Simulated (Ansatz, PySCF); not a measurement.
methoxymethyl(silyl)silane (C2H10OSi2), SMILES O(C[SiH2][SiH3])C. Atoms are numbered in the order given.

```xyz
15

C      2.6983    -0.5918    -0.6296
O      1.4555    -0.0218    -0.3114
C      0.9042    -0.4858     0.9046
Si    -0.7813     0.3856     1.0958
Si    -1.8047     0.2698    -1.0143
H      3.4637    -0.3626     0.1390
H      2.6313    -1.6942    -0.7271
H      3.0259    -0.1709    -1.5914
H      1.5771    -0.2756     1.7624
H      0.7544    -1.5867     0.8841
H     -0.5915     1.8033     1.5238
H     -1.5827    -0.3172     2.1443
H     -1.6987    -1.1273    -1.5327
H     -1.1391     1.1965    -1.9731
H     -3.2534     0.6292    -0.9358
```

Coordinates come from a B3LYP-D3(BJ)/def2-SVP optimisation. One conformer was computed; it need not be the lowest.

Two levels are set side by side: PBE-D3(BJ)/def2-SVP (Ansatz, a program for electronic structure) and B3LYP-D3(BJ)/def2-SVP (Ansatz). Each level has its own optimised geometry; the coordinates shown are those of the second. Frequencies come from the Hessian of PySCF at each geometry. Differences are taken from unrounded values.

| quantity | B3LYP-D3(BJ) |
|---|---|
| mean bond length (Å) | 1.434 |
| bond C1–O2 (Å) | 1.404 |
| bond O2–C3 (Å) | 1.413 |
| bond C3–Si4 (Å) | 1.907 |
| bond Si4–Si5 (Å) | 2.348 |
| bond C1–H6 (Å) | 1.109 |
| bond C1–H7 (Å) | 1.109 |
| bond C1–H8 (Å) | 1.100 |
| bond C3–H9 (Å) | 1.110 |
| bond C3–H10 (Å) | 1.111 |
| bond Si4–H11 (Å) | 1.493 |
| bond Si4–H12 (Å) | 1.495 |
| bond Si5–H13 (Å) | 1.494 |
| bond Si5–H14 (Å) | 1.490 |
| bond Si5–H15 (Å) | 1.495 |
| highest harmonic wavenumber (cm⁻¹) | 3124 |
| mean harmonic wavenumber (cm⁻¹) | 1254 |
| zero-point energy (kcal/mol) | 69.92 |

Question: What does PBE-D3(BJ) give, and how far is it from B3LYP-D3(BJ)? (Estimate from the structure and the level; the computed values follow.)

Answer: 
```
quantity                            PBE-D3(BJ)  PBE-D3(BJ) minus B3LYP-D3(BJ)
----------------------------------  ----------  -----------------------------
mean bond length (Å)                     1.443                          0.009
bond C1–O2 (Å)                           1.409                          0.005
bond O2–C3 (Å)                           1.417                          0.004
bond C3–Si4 (Å)                          1.914                          0.007
bond Si4–Si5 (Å)                         2.350                          0.002
bond C1–H6 (Å)                           1.118                          0.009
bond C1–H7 (Å)                           1.118                          0.009
bond C1–H8 (Å)                           1.108                          0.008
bond C3–H9 (Å)                           1.120                          0.009
bond C3–H10 (Å)                          1.121                          0.009
bond Si4–H11 (Å)                         1.506                          0.013
bond Si4–H12 (Å)                         1.508                          0.013
bond Si5–H13 (Å)                         1.507                          0.013
bond Si5–H14 (Å)                         1.503                          0.013
bond Si5–H15 (Å)                         1.507                          0.012
highest harmonic wavenumber (cm⁻¹)        3064                            -59
mean harmonic wavenumber (cm⁻¹)           1216                            -38
zero-point energy (kcal/mol)             67.80                          -2.12
```

GGA bonds tend to be longer and softer than those of functionals with exact exchange. Differences between two approximate levels are no errors against the true value.
